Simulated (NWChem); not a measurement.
System: C₃H₅BFN; SMILES C(B(C)F)C#N

The following NWChem deck was run.

```
start job
memory heap 200 mb stack 900 mb global 1100 mb
geometry units angstroms noautoz
  C     -1.553453    -0.839369     0.011478
  B      0.003656    -0.919369     0.034350
  F      0.632236    -2.102604     0.098034
  C      0.982320     0.344841    -0.013541
  C      0.319339     1.637383    -0.082476
  N     -0.257717     2.655787    -0.137397
  H     -1.908589    -0.208576     0.855684
  H     -2.054693    -1.824407     0.052951
  H     -1.886816    -0.293670    -0.898385
  H      1.643758     0.302484     0.881085
  H      1.665322     0.219355    -0.883821
end
basis spherical
  * library 6-31g*
end
dft
  xc scan
  iterations 150
  mulliken
end
task dft energy
```

Excerpt of the output:

```
             Northwest Computational Chemistry Package (NWChem) 7.3.0
             --------------------------------------------------------

 CS  symmetry detected

                             Geometry "geometry" -> ""
                             -------------------------

 Output coordinates in angstroms (scale by  1.889725989 to convert to a.u.)

  No.       Tag          Charge          X              Y              Z
 ---- ---------------- ---------- -------------- -------------- --------------
    1 C                    6.0000    -1.56612995    -0.81222539     0.00000000
    2 B                    5.0000    -0.01074974    -0.92314871     0.00000000
    3 F                    9.0000     0.59497403    -2.11994118     0.00000000
    4 C                    6.0000     0.99213389     0.32285614     0.00000000
    5 C                    6.0000     0.35412157     1.62972297     0.00000000
    6 N                    7.0000    -0.20325407     2.66049404     0.00000000
    7 H                    1.0000    -1.89902141    -0.21657337     0.87813263
    8 H                    1.0000    -2.08626210    -1.78830055     0.00000000
    9 H                    1.0000    -1.89902141    -0.21657337    -0.87813263
   10 H                    1.0000     1.66265636     0.22554041     0.88349711
   11 H                    1.0000     1.66265636     0.22554041    -0.88349711

 Effective nuclear repulsion energy (a.u.)     192.1889091980

      Symmetry information
      --------------------

 Group name             Cs
 Group number              2
 Group order               2
 No. of unique centers     9

                                 NWChem DFT Module
                                 -----------------

 Summary of "ao basis" -> "ao basis" (spherical)
 ------------------------------------------------------------------------------
       Tag                 Description            Shells   Functions and Types
 ---------------- ------------------------------  ------  ---------------------
 C                           6-31g*                  6       14   3s2p1d
 B                           6-31g*                  6       14   3s2p1d
 F                           6-31g*                  6       14   3s2p1d
 N                           6-31g*                  6       14   3s2p1d
 H                           6-31g*                  2        2   2s

      Symmetry analysis of basis
      --------------------------

        a'         66
        a"         28

            General Information
            -------------------
          SCF calculation type: DFT
          Wavefunction type:  closed shell.
          No. of atoms     :    11
          No. of electrons :    44
           Alpha electrons :    22
            Beta electrons :    22
          Charge           :     0
          Spin multiplicity:     1
          Use of symmetry is: on ; symmetry adaption is: on
          Maximum number of iterations: 150
          AO basis - number of functions:    94
                     number of shells:    46
          Convergence on energy requested:  1.00D-06
          Convergence on density requested:  1.00D-05
          Convergence on gradient requested:  5.00D-04

              XC Information
              --------------
                         SCAN Method XC Functional
                  SCAN metaGGA Exchange Functional  1.000
                        SCAN Correlation Potential  1.000

             Grid Information
             ----------------
          Grid used for XC integration:  medium
          Radial quadrature: Mura-Knowles
          Angular quadrature: Lebedev.
          Tag              B.-S. Rad. Rad. Pts. Rad. Cut. Ang. Pts.
          ---              ---------- --------- --------- ---------
          C                   0.70       49          11.0       434
          B                   0.85       49           9.0       434
          F                   0.50       49          11.0       434
          N                   0.65       49          11.0       434
          H                   0.35       45          11.0       434
          Grid pruning is: on
          Number of quadrature shells:   429
          Spatial weights used:  Erf1

      Superposition of Atomic Density Guess
      -------------------------------------

 Sum of atomic energies:        -293.66408390

      Non-variational initial energy
      ------------------------------

 Total energy =    -296.424260
 1-e energy   =    -780.779040
 2-e energy   =     292.165871
 HOMO         =      -0.337605
 LUMO         =       0.060318

      Symmetry analysis of molecular orbitals - initial
      -------------------------------------------------

  Numbering of irreducible representations:

     1 a'          2 a"

  Orbital symmetries:

     1 a'          2 a'          3 a'          4 a'          5 a'
     6 a'          7 a'          8 a'          9 a'         10 a'
    11 a'         12 a'         13 a"         14 a'         15 a'
    16 a"         17 a"         18 a'         19 a'         20 a'
    21 a"         22 a'         23 a"         24 a"         25 a'
    26 a'         27 a'         28 a'         29 a"         30 a'
    31 a"         32 a'

     ---------------------------------------------
      Total Density - Mulliken Population Analysis
     ---------------------------------------------

    Atom       Charge   Shell Charges
 -----------   ------   -------------------------------------------------------
    1 C    6     6.95   2.00  0.72  2.11  0.71  1.39  0.02
    2 B    5     4.04   2.00  0.56  0.94  0.33  0.13  0.08
    3 F    9     9.49   2.00  0.95  3.46  0.98  2.09  0.01
    4 C    6     6.65   2.00  0.71  2.00  0.64  1.28  0.02
    5 C    6     5.28   2.00  0.73  1.56  0.42  0.51  0.05
    6 N    7     7.91   2.00  0.89  2.45  0.99  1.55  0.03
    7 H    1     0.74   0.44  0.30
    8 H    1     0.76   0.45  0.30
    9 H    1     0.74   0.44  0.30
   10 H    1     0.72   0.43  0.29
   11 H    1     0.72   0.43  0.29

   convergence    iter        energy       DeltaE   RMS-Dens  Diis-err
 ---------------- ----- ----------------- --------- --------- ---------
 d= 0,ls=0.0,diis     1   -296.5644202739 -4.89D+02  2.43D-02  1.07D+00
 d= 0,ls=0.0,diis     2   -295.9495029641  6.15D-01  1.80D-02  6.39D+00
 d= 0,ls=0.0,diis     3   -296.6926165386 -7.43D-01  2.73D-03  1.01D-01
 d= 0,ls=0.0,diis     4   -296.6977772241 -5.16D-03  1.58D-03  6.28D-02
 d= 0,ls=0.0,diis     5   -296.7034221006 -5.64D-03  3.62D-04  2.15D-03
  Resetting Diis
 d= 0,ls=0.0,diis     6   -296.7036465473 -2.24D-04  9.47D-05  1.16D-04
 d= 0,ls=0.0,diis     7   -296.7036616121 -1.51D-05  3.78D-05  7.03D-06
 d= 0,ls=0.0,diis     8   -296.7036609222  6.90D-07  2.51D-05  1.30D-05
 d= 0,ls=0.0,diis     9   -296.7036623741 -1.45D-06  6.50D-06  7.79D-07
 d= 0,ls=0.0,diis    10   -296.7036624427 -6.85D-08  2.47D-06  1.58D-07

         Total DFT energy =     -296.703662442654
      One electron energy =     -784.717794760097
           Coulomb energy =      335.256423690509
    Exchange-Corr. energy =      -39.431200571078
 Nuclear repulsion energy =      192.188909198012

 Numeric. integr. density =       44.000008661494

                  Occupations of the irreducible representations
                  ----------------------------------------------

                     irrep           alpha         beta
                     --------     --------     --------
                     a'               18.0         18.0
                     a"                4.0          4.0

                       DFT Final Molecular Orbital Analysis
                       ------------------------------------

 Vector   20  Occ=2.000000D+00  E=-3.164541D-01  Symmetry=a'
              MO Center= -1.4D-01,  1.8D+00, -1.4D-15, r^2= 4.0D+00
   Bfn.  Coefficient  Atom+Function         Bfn.  Coefficient  Atom+Function
  ----- ------------  ---------------      ----- ------------  ---------------
    74      0.422807   6 N  py               59      0.261949   5 C  px
    78      0.257793   6 N  py               76      0.245484   6 N  s
    72      0.185860   6 N  s                31      0.183849   3 F  px
     3      0.167003   1 C  px               50      0.162175   4 C  py
    46      0.153053   4 C  py               64      0.144916   5 C  py

 Vector   21  Occ=2.000000D+00  E=-2.947353D-01  Symmetry=a"
              MO Center=  1.8D-01,  2.0D+00,  1.2D-15, r^2= 1.8D+00
   Bfn.  Coefficient  Atom+Function         Bfn.  Coefficient  Atom+Function
  ----- ------------  ---------------      ----- ------------  ---------------
    75      0.451430   6 N  pz               61      0.373536   5 C  pz
    79      0.263593   6 N  pz               65      0.230762   5 C  pz
    47     -0.133315   4 C  pz               92     -0.100529  10 H  s
    94      0.100529  11 H  s                91     -0.099295  10 H  s
    93      0.099295  11 H  s                51     -0.087798   4 C  pz

 Vector   22  Occ=2.000000D+00  E=-2.773372D-01  Symmetry=a'
              MO Center=  6.7D-02,  9.0D-01, -1.2D-16, r^2= 4.0D+00
   Bfn.  Coefficient  Atom+Function         Bfn.  Coefficient  Atom+Function
  ----- ------------  ---------------      ----- ------------  ---------------
    73      0.334571   6 N  px               59      0.217833   5 C  px
    17      0.203051   2 B  px               77      0.203647   6 N  px
    45     -0.202622   4 C  px                3     -0.192357   1 C  px
    31     -0.177660   3 F  px               74      0.161384   6 N  py
    49     -0.160355   4 C  px               46     -0.158196   4 C  py

 Vector   23  Occ=0.000000D+00  E=-4.253823D-02  Symmetry=a"
              MO Center=  5.3D-03, -8.0D-01, -1.0D-15, r^2= 2.4D+00
   Bfn.  Coefficient  Atom+Function         Bfn.  Coefficient  Atom+Function
  ----- ------------  ---------------      ----- ------------  ---------------
    19      0.548565   2 B  pz               23      0.530496   2 B  pz
    92     -0.323581  10 H  s                94      0.323581  11 H  s
    86     -0.249113   7 H  s                90      0.249113   9 H  s
    33     -0.242539   3 F  pz               37     -0.230806   3 F  pz
    51      0.140622   4 C  pz               85     -0.115698   7 H  s

 Vector   24  Occ=0.000000D+00  E= 8.518955D-03  Symmetry=a"
              MO Center=  3.2D-01,  1.7D+00,  3.6D-16, r^2= 2.6D+00
   Bfn.  Coefficient  Atom+Function         Bfn.  Coefficient  Atom+Function
  ----- ------------  ---------------      ----- ------------  ---------------
    79     -0.504097   6 N  pz               65      0.495368   5 C  pz
    92     -0.446193  10 H  s                94      0.446193  11 H  s
    61      0.443303   5 C  pz               75     -0.444629   6 N  pz
    51      0.302426   4 C  pz               23     -0.122225   2 B  pz
    91     -0.122315  10 H  s                93      0.122315  11 H  s

 Vector   25  Occ=0.000000D+00  E= 1.437338D-02  Symmetry=a'
              MO Center=  2.7D-01,  1.7D+00,  2.0D-16, r^2= 2.6D+00
   Bfn.  Coefficient  Atom+Function         Bfn.  Coefficient  Atom+Function
  ----- ------------  ---------------      ----- ------------  ---------------
    77     -0.447413   6 N  px               63      0.437179   5 C  px
    59      0.407228   5 C  px               73     -0.393517   6 N  px
    92     -0.333806  10 H  s                94     -0.333806  11 H  s
    20      0.307992   2 B  s                64      0.274932   5 C  py
    48      0.272420   4 C  s                78     -0.241770   6 N  py

     ---------------------------------------------
      Total Density - Mulliken Population Analysis
     ---------------------------------------------

    Atom       Charge   Shell Charges
 -----------   ------   -------------------------------------------------------
    1 C    6     6.73   2.00  0.66  2.12  0.71  1.21  0.02
    2 B    5     4.36   2.00  0.54  1.30  0.24  0.19  0.10
    3 F    9     9.26   2.00  0.94  3.32  1.00  1.99  0.01
    4 C    6     6.62   2.00  0.66  2.12  0.67  1.13  0.03
    5 C    6     5.74   2.00  0.71  1.97  0.36  0.66  0.05
    6 N    7     7.37   2.00  0.84  2.23  0.96  1.30  0.04
    7 H    1     0.79   0.50  0.29
    8 H    1     0.81   0.51  0.30
    9 H    1     0.79   0.50  0.29
   10 H    1     0.76   0.50  0.26
   11 H    1     0.76   0.50  0.26

     -------------------------------------------
      Total Density - Lowdin Population Analysis
     -------------------------------------------

    Atom       Charge   Shell Charges
 -----------   ------   -------------------------------------------------------
    1 C    6     6.48   1.99  0.56  1.92  0.45  1.52  0.05
    2 B    5     4.93   1.98  0.44  1.20  0.33  0.72  0.26
    3 F    9     9.01   1.99  0.91  3.17  0.78  2.14  0.02
    4 C    6     6.35   1.99  0.54  1.92  0.42  1.42  0.07
    5 C    6     6.01   1.99  0.56  1.77  0.40  1.18  0.10
    6 N    7     7.13   1.99  0.77  2.09  0.68  1.53  0.07
    7 H    1     0.82   0.47  0.35
    8 H    1     0.84   0.48  0.36
    9 H    1     0.82   0.47  0.35
   10 H    1     0.81   0.47  0.34
   11 H    1     0.81   0.47  0.34

     Multipole analysis of the density
     ---------------------------------

     L   x y z        total         alpha         beta         nuclear
     -   - - -        -----         -----         ----         -------
     0   0 0 0     -0.000000    -22.000000    -22.000000     44.000000

     1   1 0 0      0.362581      0.181290      0.181290      0.000000
     1   0 1 0     -1.084558     -0.542279     -0.542279      0.000000
     1   0 0 1     -0.000000     -0.000000     -0.000000      0.000000

     2   2 0 0    -23.719190    -86.753001    -86.753001    149.786811
     2   1 1 0      2.373108     -4.585836     -4.585836     11.544781
     2   1 0 1      0.000000      0.000000      0.000000      0.000000
     2   0 2 0    -36.208029   -229.098913   -229.098913    421.989797
     2   0 1 1     -0.000000     -0.000000     -0.000000      0.000000
     2   0 0 2    -23.970265    -17.526296    -17.526296     11.082327
```

Level: SCAN/6-31G* (spherical d). Coordinates come from a PBE-D3(BJ)/def2-SVP optimisation.
